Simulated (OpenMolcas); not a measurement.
**Pt2+: moving the ligands**

Pt2+ with 6 ligands (sulfide) in trigonal prismatic coordination (D3h) at 2.58 Å, a polar angle of 50.1° against the regular 49.1°. A charge of +1.67 e stands 2.8 Å behind each ligand. Ligand basis ANO-RCC-VDZP.
```
Pt    0.0000    0.0000    0.0000
S     1.9788    0.0000    1.6556
S    -0.9894    1.7137    1.6556
S    -0.9894   -1.7137    1.6556
S     1.9788    0.0000   -1.6556
S    -0.9894    1.7137   -1.6556
S    -0.9894   -1.7137   -1.6556
```

```json
{
  "Program": "OpenMolcas",
  "Method": "SS-CASPT2, IPEA 0.25 Eh, imaginary shift 0.1 Eh (the 54 lowest orbitals frozen, all others correlated)",
  "Basis": "ANO-RCC-VTZP [8s7p5d3f1g]",
  "Scalar Hamiltonian": "DKH2, point nucleus",
  "Active space": "8 electrons in 5 orbitals (5d)",
  "State averaging": "2S+1 = 3 even, 10 roots; 2S+1 = 1 even, 15 roots",
  "Spin-orbit coupling": "RASSI with atomic mean-field integrals over the reference wave functions"
}
```

Runs around this geometry, states (labels of D3, the rotations of D3h). Energies in cm-1 above the lowest state or level, χT in cm3 K/mol.

| R (Å) | Polar angle / regular | Ground state | First state of that spin | First gap with spin-orbit (degeneracies) | χT at 300 K | First state of another spin |
| --- | --- | --- | --- | --- | --- | --- |
| 2.58 | 0.959 | 3A2 | 3A1 2630 | 940 (1, 2) | 1.258 | 1E 2880 |
| 2.41 | 1.02 | 3A2 | 3A1 3180 | 1190 (1, 2) | 0.815 | 1E 620 |
| 2.58 | 1.02 | 3A2 | 3A1 2420 | 900 (1, 2) | 1.329 | 1E 2810 |
| 2.69 | 1.02 | 3A2 | 3A1 1940 | 740 (1, 2) | 1.695 | 1E 3960 |

Taking the first state of the same spin as R^-n, n = -ln(1940 / 3180) / ln(2.69 / 2.41) = 4.5 between the shortest and longest distance.

Roots that are degenerate in the reference are averaged as groups; the widest CASPT2 spread within a group is 330 cm-1 (the 2-fold group of multiplicity 3 near 12300 cm-1 above the lowest state of its run, R = 2.41, ratio = 1.02). Shifts and gaps below about the spread of the groups concerned are not significant. Over all roots computed the reference weight is 0.57 to 0.60 in R = 2.58 in ratio = 0.959, 0.55 to 0.58 in R = 2.41 in ratio = 1.02, 0.57 to 0.60 in R = 2.58 in ratio = 1.02, 0.58 to 0.61 in R = 2.69 in ratio = 1.02; a low but even weight reflects the number of correlated electrons. Real 4d8 and 5d8 ions are as a rule square planar and diamagnetic. The sulfide ions are held by bare point charges, a crude embedding. Ligand-to-metal charge-transfer states are missing. With no ligand orbital active B as a rule stays too high, so bands that hang on it stand too high and its fall with covalency is understated. Spin-orbit coupling mixes the spin-free states strongly: the lowest level takes only 64 % from its leading state, 3A2 (figures for R = 2.58, ratio = 0.959; the like holds for R = 2.41, ratio = 1.02, R = 2.58, ratio = 1.02, R = 2.69, ratio = 1.02). The least metal-like active orbital is 83 % on the metal (Löwdin) and no ligand orbital is active, so the numbers are rough (holds for R = 2.58, ratio = 0.959; R = 2.58, ratio = 1.02). The least metal-like active orbital is 72 % on the metal (Löwdin) and no ligand orbital is active, so the numbers are rough (holds for R = 2.41, ratio = 1.02). No measured value stands beside these numbers; the geometry is a model, was not optimised and need not be the one that this ion takes.
